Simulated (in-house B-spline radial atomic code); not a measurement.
Inner levels of cadmium as electrons are removed. A shift is the extra binding of the orbital against the neutral atom ([Kr] 4d10 5s2). Computed with a radial B-spline atomic code at the basis-set limit: non-relativistic Hartree-Fock, average of the configuration, point nuclei.

This level leaves out relativity, spin-orbit splitting included, which matters for heavy ions.

```csv
ion,configuration,shift of 3s (eV),shift of 2s (eV),shift of 2p (eV),radius of 3s (bohr),radius of 2s (bohr),radius of 2p (bohr),Σ<r²> (bohr²),change of density at nucleus (bohr⁻³)
Cd15+,[Ar] 3d10 4s2 4p3,354.37,369.52,370.12,0.36582,0.13701,0.11722,6.4603,104.03
Cd16+,[Ar] 3d10 4s2 4p2,388.18,405.93,406.74,0.36535,0.13698,0.11721,5.596,120.37
Cd17+,[Ar] 3d10 4s2 4p1,422.72,443.25,444.28,0.36485,0.13696,0.11719,4.7725,137.34
Cd18+,[Ar] 3d10 4s2,457.98,481.48,482.75,0.36433,0.13693,0.11717,3.9869,154.96
Cd19+,[Ar] 3d10 4s1,493.46,520.23,522.2,0.36445,0.13693,0.11715,3.2622,-12.944
Cd20+,[Ar] 3d10,529.56,559.77,562.48,0.36411,0.13692,0.11713,2.5668,-190.76
Cd21+,[Ar] 3d9,591.28,639.35,642.52,0.36115,0.13682,0.11702,2.3839,-155.56
Cd22+,[Ar] 3d8,654.2,721.07,724.77,0.35821,0.13671,0.11691,2.2112,-118.81
Cd23+,[Ar] 3d7,718.31,804.9,809.2,0.35528,0.13659,0.11679,2.048,-80.51
Cd24+,[Ar] 3d6,?,?,?,?,?,?,?,?
Cd25+,[Ar] 3d5,850.07,978.82,984.53,0.3495,0.13632,0.11653,1.747,0.7394
Cd26+,[Ar] 3d4,917.69,1068.86,1075.4,0.34664,0.13618,0.11639,1.608,43.693
Cd27+,[Ar] 3d3,986.46,1160.93,1168.38,0.34382,0.13602,0.11624,1.4761,88.202
Cd28+,[Ar] 3d2,1056.37,1255.01,1263.45,0.34102,0.13586,0.11608,1.3506,134.27
Cd29+,[Ar] 3d1,1127.41,1351.08,1360.61,0.33825,0.13569,0.11591,1.2313,181.9
Cd30+,[Ne] 3s2 3p6,?,?,?,?,?,?,?,?
Cd31+,[Ne] 3s2 3p5,1264.12,1540.05,1552.43,0.33344,0.13533,0.11572,0.98448,285.95
Cd32+,[Ne] 3s2 3p4,?,?,?,?,?,?,?,?
Cd33+,[Ne] 3s2 3p3,1395.44,1725.71,1741.68,0.32937,0.13494,0.11539,0.73052,399.54
Cd34+,[Ne] 3s2 3p2,1462.2,1820.43,1838.32,0.32737,0.13474,0.11522,0.60935,458.26
Cd35+,[Ne] 3s2 3p1,1529.68,1916.42,1936.3,0.3254,0.13453,0.11505,0.49184,518.29
Cd36+,[Ne] 3s2,1597.9,2013.67,2035.62,0.32345,0.13432,0.11487,0.37786,579.6
```

Problem. Fill in the row of Cd24+.

Solution. shift of 3s (eV): 783.6; shift of 2s (eV): 890.83; shift of 2p (eV): 895.79; radius of 3s (bohr): 0.35238; radius of 2s (bohr): 0.13646; radius of 2p (bohr): 0.11667; Σ<r²> (bohr²): 1.8934; change of density at nucleus (bohr⁻³): -40.661.

Problem. Fill in the row of Cd30+.

Solution. shift of 3s (eV): 1199.57; shift of 2s (eV): 1449.13; shift of 2p (eV): 1459.84; radius of 3s (bohr): 0.33551; radius of 2s (bohr): 0.13551; radius of 2p (bohr): 0.11574; Σ<r²> (bohr²): 1.1176; change of density at nucleus (bohr⁻³): 231.09.

Problem. Fill in the row of Cd32+.

Solution. shift of 3s (eV): 1329.42; shift of 2s (eV): 1632.24; shift of 2p (eV): 1646.38; radius of 3s (bohr): 0.33139; radius of 2s (bohr): 0.13514; radius of 2p (bohr): 0.11556; Σ<r²> (bohr²): 0.85552; change of density at nucleus (bohr⁻³): 342.1.
